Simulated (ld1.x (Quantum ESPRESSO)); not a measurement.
# PBE ultrasoft dataset for Ta, scalar-relativistic all-electron reference.

| Property | Result |
| --- | --- |
| Element | Ta |
| Generator | ld1.x (Quantum ESPRESSO) 7.5 |
| Type | ultrasoft |
| Functional | PBE |
| Relativity | scalar-relativistic |
| Frozen core | [Xe] 4f14 |
| Valence charge | 5 |
| Reference configuration | 5d3 6s2 6p0 |
| Partial waves | 6s (bound): rcut 2.35, rcutus 2.80 bohr; 6s channel at 1.15 Ry: rcut 2.35, rcutus 2.80 bohr; 6p (bound, empty): rcut 3.15, rcutus 4.30 bohr; 6p channel at 2.1 Ry: rcut 3.15, rcutus 4.30 bohr; 5d (bound): rcut 1.90, rcutus 2.20 bohr; 5d channel at 0.95 Ry: rcut 1.90, rcutus 2.20 bohr |
| Local potential | all-electron potential smoothed inside 3.90 bohr (lloc = -1) |
| Core correction | Bessel-smoothed model core inside 2.15 bohr |
| Augmentation charge | PSQ, radius 1.85 bohr |

All-electron outer shells of the reference configuration (PBE, scalar-relativistic, ld1.x):

```csv
shell,level (eV),outermost node (bohr),outermost maximum (bohr)
5p,-39.40,0.58,1.13
4f,-24.70,–,0.44
6s,-5.44,1.32,2.78
5d,-3.59,0.65,1.58
6p,-1.39,1.60,3.89
```

What the tests gave:

| Property | Result |
| --- | --- |
| Cutoffs needed | 18 Ry and 25 Ry (the cutoffs (Ry, on a coarse ladder) from which the occupation-weighted sum of valence levels, in a spherical-Bessel basis at the reference potential, stays within 10 and 1 mRy of its value at 400 Ry) |
| Ghost test | no extra level below or beside the all-electron valence levels (s, p, d, f tested) (spherical-Bessel basis up to 400 Ry, 20 bohr box) |
| Largest excitation error | -260 meV (all-electron minus pseudo) for 5d2 6s0 6p0, out of 7 test configurations |
| Lowest eigenvalue of the overlap operator | 0.43 (p channel) |
| Density cutoff estimated by the generator | 140 Ry |

Generation and tests took about 2 s on one core of a shared server CPU.
